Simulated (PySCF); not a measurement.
**Fine-structure interval of Re⁷⁰⁺ by level of theory**

Re⁷⁰⁺ [He] 2s2 2p1 [2p1/2^1, M_J = 1/2] → Re⁷⁰⁺ [He] 2s2 2p1 [2p3/2^1, M_J = 3/2], as a difference of total energies. Computed with PySCF 2.14 in an even-tempered Gaussian basis (16 s from 57 bohr⁻², ratio 2.4; 13 p from 74 bohr⁻², ratio 2.4; 5 d from 240 bohr⁻², ratio 2.6; 4 f from 360 bohr⁻², ratio 2.6), with the two-component X2C-1e Hamiltonian. Correlated levels: nothing frozen; the 28 highest virtual spinors dropped. "Screened" scales the spin-orbit matrix elements by Boettger's factors to mimic the two-electron term; Breit and QED terms are absent.

| method | fine-structure interval (cm⁻¹) |
| --- | --- |
| GHF (screened spin-orbit) | 12664000 |
| GMP2 (screened spin-orbit) | 12644000 |
| GHF (bare spin-orbit) | 13053000 |
